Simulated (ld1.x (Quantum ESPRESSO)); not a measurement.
## u(r) = r·R(r): atom against pseudo-atom (silicon (Si))

Columns: radius, all-electron u(r) and pseudo u(r) of the 3s shell (level -10.88 eV) of silicon in the configuration [Ne] 3s2 3p2; LDA (PZ), scalar-relativistic, RRKJ scheme, ld1.x (Quantum ESPRESSO) 7.5.

```csv
r (bohr),all-electron,pseudo
0.098,0.1301,0.0501
0.195,-0.1202,0.0966
0.292,-0.2964,0.1376
0.390,-0.3446,0.1716
0.488,-0.2948,0.1988
0.585,-0.1890,0.2217
0.682,-0.0568,0.2454
0.780,0.0831,0.2761
0.878,0.2169,0.3194
0.975,0.3365,0.3779
1.072,0.4399,0.4503
1.170,0.5271,0.5280
1.268,0.5971,0.5971
1.365,0.6506,0.6506
1.463,0.6900,0.6900
1.560,0.7163,0.7163
1.658,0.7316,0.7316
1.755,0.7373,0.7373
1.852,0.7350,0.7350
1.950,0.7260,0.7260
2.047,0.7118,0.7118
2.145,0.6931,0.6931
2.242,0.6714,0.6714
2.340,0.6469,0.6469
2.438,0.6206,0.6206
2.535,0.5935,0.5935
```

(1) How many radial nodes do the two functions have?

(2) At about which radius was the pseudo-wave matched?

(3) Where does each function peak?

(4) Is the pseudo-wave norm-conserving?

Results:

(1) The all-electron 3s function has n − l − 1 = 2; the pseudo-wave has 0, since the states of the same l below it are removed with the core.

(2) 1.30 bohr, where the columns begin to agree (steps of 0.10 bohr).

(3) Outermost all-electron maximum near 1.75 bohr, pseudo maximum near 1.75 bohr (to the table’s step).

(4) Yes: the RRKJ scheme keeps the norm inside the radius equal to the all-electron one, which fixes the energy derivative of the logarithmic derivative at the level.
